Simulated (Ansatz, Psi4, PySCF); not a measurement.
H9Si5 (SMILES [SiH]1[SiH2][SiH2][SiH2][SiH2]1), doublet, at a GFN2-xTB geometry. Base run: R2SCAN/STO-3G in PySCF.

Geometry (Å):
```xyz
14

Si     0.2250     1.9544    -0.0103
Si     1.8880     0.4484     0.5580
Si     0.9452    -1.6738     0.2909
Si    -1.2743    -1.4218    -0.3665
Si    -1.7506     0.8616    -0.5197
H      0.0705     3.0720     0.9398
H      2.4799     0.6128     1.8944
H      3.0463     0.6218    -0.3338
H      1.7071    -2.4574    -0.6879
H      1.0486    -2.4651     1.5231
H     -1.5318    -2.0897    -1.6472
H     -2.1853    -2.0980     0.5652
H     -2.1813     1.2154    -1.8822
H     -2.9196     1.2259     0.2952
```
Charge 0, spin multiplicity 2.
Orbitals are unrestricted.
All else is at PySCF's defaults.

The same geometry, method and basis name were run in Ansatz (a first-principles code) and Psi4 and PySCF, at each program's defaults and at the settings that a row names. The base is PySCF at its defaults. Differences at the defaults can come from grids, fitting, cores and function types together. The rows with settings made alike still differ; the cause (another SCF solution, basis table, core potential or functional code) wasn't traced.

```
code and settings                                                                             ΔE vs base (mEh)  basis functions       E (Eh)  SCF cycles  dipole (D)
--------------------------------------------------------------------------------------------  ----------------  ---------------  -----------  ----------  ----------
PySCF, defaults (exact integrals, its default grid, spherical functions)                                 0.000               54  -1435.99370           9        0.53
Psi4, defaults (density fitting with its default set, its default grid, spherical functions)            -5.322               54  -1435.99902           8        0.53
Ansatz, defaults (factorised integrals, its default grid, spherical functions)                          -1.062               54  -1435.99476           -           -
PySCF, density fitting with def2-universal-jkfit                                                        -3.750               54  -1435.99745           9        0.53
PySCF, fine grid                                                                                        -1.226               54  -1435.99492           9        0.53
Psi4, exact integrals, spherical functions, fine grid                                                   -0.404               54  -1435.99410          12        0.53
Ansatz, high accuracy                                                                                   -1.056               54  -1435.99475           -           -
```

Open shells are given as the SCF converged; they aren't shown to be the lowest states, and a large step between rows can be another state.
